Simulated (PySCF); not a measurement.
methoxy(methylsulfanyl)methane (C₃H₈OS), SMILES COCSC.

Coordinates come from a PBE-D3(BJ)/def2-SVP optimisation. Other conformers were not sampled.

Method: PBE-D3(BJ)/def2-SVP run with PySCF 2.14.0.

Frequencies are harmonic and unscaled.

### Question
Estimate the vibrational spectrum. (An estimate is asked for; the answer gives what the named calculation found.)

### Answer

```json
[
 {"mode": "1", "ν (cm⁻¹)": "77", "IR (km/mol)": "0.4", "moving atoms (share of kinetic energy)": "H 57 %, C 33 %, S 8 %"},
 {"mode": "2", "ν (cm⁻¹)": "137", "IR (km/mol)": "0.3", "moving atoms (share of kinetic energy)": "H 68 %, C 26 %"},
 {"mode": "3", "ν (cm⁻¹)": "147", "IR (km/mol)": "4.0", "moving atoms (share of kinetic energy)": "C 37 %, H 34 %, O 16 %, S 13 %"},
 {"mode": "4", "ν (cm⁻¹)": "235", "IR (km/mol)": "1.8", "moving atoms (share of kinetic energy)": "H 81 %, C 12 %"},
 {"mode": "5", "ν (cm⁻¹)": "266", "IR (km/mol)": "1.4", "moving atoms (share of kinetic energy)": "H 36 %, C 32 %, S 23 %, O 9 %"},
 {"mode": "6", "ν (cm⁻¹)": "328", "IR (km/mol)": "5.1", "moving atoms (share of kinetic energy)": "H 37 %, O 27 %, C 26 %, S 10 %"},
 {"mode": "7", "ν (cm⁻¹)": "446", "IR (km/mol)": "1.5", "moving atoms (share of kinetic energy)": "O 38 %, H 25 %, S 19 %, C 18 %"},
 {"mode": "8", "ν (cm⁻¹)": "659", "IR (km/mol)": "39.4", "moving atoms (share of kinetic energy)": "C 68 %, S 16 %, H 13 %"},
 {"mode": "9", "ν (cm⁻¹)": "710", "IR (km/mol)": "3.3", "moving atoms (share of kinetic energy)": "C 58 %, S 32 %, H 10 %"},
 {"mode": "10", "ν (cm⁻¹)": "865", "IR (km/mol)": "0.6", "moving atoms (share of kinetic energy)": "H 74 %, C 25 %"},
 {"mode": "11", "ν (cm⁻¹)": "929", "IR (km/mol)": "8.0", "moving atoms (share of kinetic energy)": "H 82 %, C 16 %"},
 {"mode": "12", "ν (cm⁻¹)": "944", "IR (km/mol)": "47.0", "moving atoms (share of kinetic energy)": "C 55 %, H 23 %, O 22 %"},
 {"mode": "13", "ν (cm⁻¹)": "980", "IR (km/mol)": "18.5", "moving atoms (share of kinetic energy)": "H 61 %, C 29 %"},
 {"mode": "14", "ν (cm⁻¹)": "1116", "IR (km/mol)": "88.2", "moving atoms (share of kinetic energy)": "H 44 %, C 33 %, O 22 %"},
 {"mode": "15", "ν (cm⁻¹)": "1131", "IR (km/mol)": "25.2", "moving atoms (share of kinetic energy)": "H 66 %, C 24 %, O 10 %"},
 {"mode": "16", "ν (cm⁻¹)": "1168", "IR (km/mol)": "99.4", "moving atoms (share of kinetic energy)": "H 52 %, C 26 %, O 22 %"},
 {"mode": "17", "ν (cm⁻¹)": "1249", "IR (km/mol)": "5.3", "moving atoms (share of kinetic energy)": "H 83 %, C 9 %"},
 {"mode": "18", "ν (cm⁻¹)": "1271", "IR (km/mol)": "12.9", "moving atoms (share of kinetic energy)": "H 79 %, C 13 %, O 9 %"},
 {"mode": "19", "ν (cm⁻¹)": "1292", "IR (km/mol)": "5.1", "moving atoms (share of kinetic energy)": "H 84 %, C 13 %"},
 {"mode": "20", "ν (cm⁻¹)": "1384", "IR (km/mol)": "3.7", "moving atoms (share of kinetic energy)": "H 93 %"},
 {"mode": "21", "ν (cm⁻¹)": "1390", "IR (km/mol)": "6.5", "moving atoms (share of kinetic energy)": "H 95 %"},
 {"mode": "22", "ν (cm⁻¹)": "1398", "IR (km/mol)": "6.3", "moving atoms (share of kinetic energy)": "H 95 %"},
 {"mode": "23", "ν (cm⁻¹)": "1405", "IR (km/mol)": "12.0", "moving atoms (share of kinetic energy)": "H 92 %, C 8 %"},
 {"mode": "24", "ν (cm⁻¹)": "1410", "IR (km/mol)": "3.3", "moving atoms (share of kinetic energy)": "H 91 %, C 9 %"},
 {"mode": "25", "ν (cm⁻¹)": "1436", "IR (km/mol)": "14.5", "moving atoms (share of kinetic energy)": "H 96 %"},
 {"mode": "26", "ν (cm⁻¹)": "2891", "IR (km/mol)": "44.3", "moving atoms (share of kinetic energy)": "H 95 %"},
 {"mode": "27", "ν (cm⁻¹)": "2898", "IR (km/mol)": "59.5", "moving atoms (share of kinetic energy)": "H 95 %"},
 {"mode": "28", "ν (cm⁻¹)": "2968", "IR (km/mol)": "22.1", "moving atoms (share of kinetic energy)": "H 97 %"},
 {"mode": "29", "ν (cm⁻¹)": "2972", "IR (km/mol)": "34.3", "moving atoms (share of kinetic energy)": "H 91 %, C 9 %"},
 {"mode": "30", "ν (cm⁻¹)": "3056", "IR (km/mol)": "8.5", "moving atoms (share of kinetic energy)": "H 91 %, C 9 %"},
 {"mode": "31", "ν (cm⁻¹)": "3067", "IR (km/mol)": "11.2", "moving atoms (share of kinetic energy)": "H 90 %, C 10 %"},
 {"mode": "32", "ν (cm⁻¹)": "3073", "IR (km/mol)": "17.7", "moving atoms (share of kinetic energy)": "H 91 %, C 9 %"},
 {"mode": "33", "ν (cm⁻¹)": "3086", "IR (km/mol)": "2.8", "moving atoms (share of kinetic energy)": "H 90 %, C 10 %"}
]
```
